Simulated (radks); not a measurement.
Mo I, configuration [Kr] 4d5 5s1.

Calculated with a radial shooting solver on a logarithmic mesh with Libxc functionals: scalar-relativistic Kohn-Sham, LDA (Slater exchange, Perdew-Wang correlation), spin-polarised, spherical densities, finite nucleus; open shells are filled with parallel spins first (spin-orbit coupling, left out, can overturn this in heavy ions); Fermi nuclear charge, rms radius 4.4091 fm.

Energy parts (eV):
part                       energy
total                 -110056.791
kinetic                113441.403
electron-nucleus      -265372.658
Hartree                 45123.260
exchange-correlation    -3248.796

Orbitals (lengths in bohr, moments of r in powers of bohr; r(90%) holds 90 % of the orbital's charge):
orbital  occ.  eigenvalue (eV)  r(90%)   <1/r>      <r>
1s up       1        -19793.75  0.0631   43.50  0.03521
1s down     1        -19793.74  0.0631   43.50  0.03521
2s up       1        -2795.854   0.238   9.792   0.1539
2s down     1        -2795.382   0.238   9.793   0.1539
2p up       3        -2501.292   0.218   9.528   0.1340
2p down     3        -2500.923   0.218   9.528   0.1340
3s up       1        -474.8383   0.635   3.360   0.4298
3s down     1        -474.4880   0.635   3.360   0.4297
3p up       3        -378.3380   0.652   3.198   0.4313
3p down     3        -377.9573   0.652   3.199   0.4311
3d up       5        -220.8139   0.665   2.967   0.4157
3d down     5        -220.3062   0.665   2.968   0.4154
4s up       1         -64.9080    1.62   1.231    1.109
4s down     1         -62.4052    1.61   1.240    1.103
4p up       3         -39.1832    1.85   1.086    1.241
4p down     3         -36.4483    1.83   1.096    1.232
4d up       5          -4.6699    3.27  0.6953    1.975
4d down     0          -1.7169    3.70  0.6704    2.141
5s up       1          -4.8327    5.14  0.3719    3.443
5s down     0          -2.7267    6.05  0.3288    3.916

The highest occupied level is 4d up at -4.670 eV. The electron density at the nucleus is 9.227e+04 e/bohr^3 (large components only). The density falls to 0.001 e/bohr^3 at r = 4.64 bohr. The spin density at the nucleus is 8.84 e/bohr^3 (1s -0.01, 2s -0.65, 3s 0.09, 4s -2.36, 5s 11.77). Summed over all electrons, <r^2> = 55.31 bohr^2, which gives a Langevin (diamagnetic) susceptibility term of -43.8 x 10^-6 cm^3/mol.
